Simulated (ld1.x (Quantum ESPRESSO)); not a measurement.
Configuration tests for phosphorus (P) (TM)

phosphorus, norm-conserving Troullier–Martins (Kleinman–Bylander form), made with ld1.x (Quantum ESPRESSO) 7.5 (PBEsol, scalar-relativistic). Core [He], reference 2s2 2p6 3s2 3p2 (charge +1). Waves: 2s (bound): rc 0.55 bohr; 2p (bound): rc 0.55 bohr. Local part: the p channel. Core correction: none.

Occupied shells without a wave of their own: 3p, 3s. They enter only through the test configuration that unscreens the potential.

Energies are relative to the spin-unpolarised reference configuration 2s2 2p6 3s2 3p2; without spin polarisation the order of configurations can differ from experiment. The frozen-core shift is the all-electron ΔE with the core orbitals held at their reference shape minus the fully relaxed ΔE.

```tsv
valence configuration	charge	ΔE all-electron (eV)	error AE − PS (meV)	frozen-core shift (meV)
2s2 2p6 3s2 3p3	0	-9.698	-55	0.0
2s2 2p6 3s2 3p1	+2	19.112	+92	0.0
2s2 2p6 3s1 3p3	+1	9.095	-101	0.0
2s1 2p6 3s2 3p3	+1	178.433	-177	+2.0
2s2 2p6 3s1 3p0	+4	100.730	+248	+0.1
```

What are ΔE and the potential's error for 2s2 2p6 3s2 3p0?

ΔE = 48.817 eV all-electron; the error (AE − PS) is +231 meV.

What are ΔE and the potential's error for 2s2 2p5 3s2 3p3?

ΔE = 130.443 eV all-electron; the error (AE − PS) is -130 meV.

The 3p, 3s levels have no wave, so the channel is fitted at the deeper level alone: the likely source of the large errors.
